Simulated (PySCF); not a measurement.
Ge(Cl)2(OSiH3)2, H₆Cl₂GeO₂Si₂, SMILES [SiH3][O][Ge]([Cl])([Cl])[O][SiH3] (B3LYP/def2-SVP optimised geometry):

```
13

Si    -2.933    -0.722     1.283
O     -1.281    -1.005     1.165
Ge     0.030    -1.610     2.155
Cl    -0.082    -0.763     4.129
Cl    -0.072    -3.750     2.292
O      1.528    -1.142     1.400
Si     2.007    -0.345     0.000
H     -3.174     0.641     1.831
H     -3.571    -1.736     2.168
H     -3.493    -0.821    -0.091
H      1.499     1.056     0.000
H      1.498    -1.056    -1.206
H      3.493    -0.345     0.000
```

Computed with B3LYP/def2-TZVP (PySCF).

### Question
What are the frontier orbital energies and the dipole moment?

### Answer
HOMO-2 -9.15 eV, HOMO-1 -8.96 eV, HOMO -8.90 eV, LUMO -1.91 eV, LUMO+1 -0.27 eV; dipole moment 1.35 D.

On the same geometry PBE/def2-TZVP in PySCF gives HOMO-2 -7.93 eV, HOMO-1 -7.72 eV, HOMO -7.66 eV, LUMO -2.63 eV, LUMO+1 -0.94 eV; dipole moment 1.30 D.

Meta-Löwdin charges at B3LYP/def2-TZVP: Si1 0.77, O2 -0.81, Ge3 1.28, Cl4 -0.27, Cl5 -0.27, O6 -0.80, Si7 0.77, H8 -0.11, H9 -0.12, H10 -0.10, H11 -0.12, H12 -0.12, H13 -0.10.
